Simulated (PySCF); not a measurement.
ZnC: energy against distance

Set-up: PySCF, no relativity, basis sets Zn def2-SVP, C def2-SVP. Energies in eV from Zn + C in their ground configurations at the same level. All curves are PBE0. state 1: Ms = 1 determinant of mixed spin (⟨S²⟩ near 2.3), unpaired electrons π ↑↑; state 2: Ms = 0 determinant of mixed spin (⟨S²⟩ near 1.0), unpaired electrons π ↑↓, a mixture of terms (⟨Lz²⟩ = 2.0), a second solution, started from another occupation; state 3: ³Π (triplet), unpaired electrons σ ↑, π ↑, a second solution, started from another occupation; state 4: Ms = 0 determinant of mixed spin (⟨S²⟩ near 1.0), unpaired electrons σ ↓, π ↑, a second solution, started from another occupation.

| R (Å) | state 1 | state 2 | state 3 | state 4 |
| --- | --- | --- | --- | --- |
| 1.710 | -0.798 | -0.2832 | 0.9327 | 1.0898 |
| 1.790 | -1.101 | -0.5717 | 0.4716 | 0.6300 |
| 1.870 | -1.263 | -0.7256 | 0.1668 | 0.3296 |
| 1.929 | -1.319 | -0.7782 | 0.0135 | 0.1817 |
| 1.989 | -1.333 | -0.7923 | -0.0922 | 0.0834 |
| 2.049 | -1.317 | -0.7783 | -0.1615 | 0.0233 |
| 2.128 | -1.263 | -0.7299 | -0.2126 | -0.0129 |
| 2.228 | -1.164 | -0.6406 | -0.2329 | -0.0105 |
| 2.347 | -1.025 | -0.5149 | -0.2214 | 0.0320 |
| 2.506 | -0.838 | -0.3443 | -0.1829 | 0.1141 |

Task: Put a parabola through the three lowest points of the state 1 curve and estimate Re, k and ωe (reduced mass 10.1 u; 1 eV/Å² = 0.16022 mdyn/Å; ωe = 1302.8·√(k/μ) cm⁻¹).

Result: Through R = 1.929, 1.989, 2.049 Å the second-order coefficient is 4.17 eV/Å², so Re ≈ 1.987 Å, k ≈ 1.34 mdyn/Å and ωe ≈ 474 cm⁻¹. A polynomial fit of higher order to the unrounded PBE0 energies gives Re = 1.984 Å, k = 1.39 mdyn/Å, ωe = 484 cm⁻¹; anharmonicity and rounding make the difference.

The higher-order fit for each curve: state 1: Re = 1.984 Å, ωe = 484 cm⁻¹, De = 1.33 eV; state 2: Re = 1.986 Å, ωe = 463 cm⁻¹, minimum 0.79 eV below the ground-state fragments; state 3: Re = 2.240 Å, ωe = 263 cm⁻¹, minimum 0.233 eV below the ground-state fragments; state 4: Re = 2.170 Å, ωe = 342 cm⁻¹, minimum 0.017 eV below the ground-state fragments.

The state is the lowest determinant that a PBE0 search found; another state may lie lower at other levels.
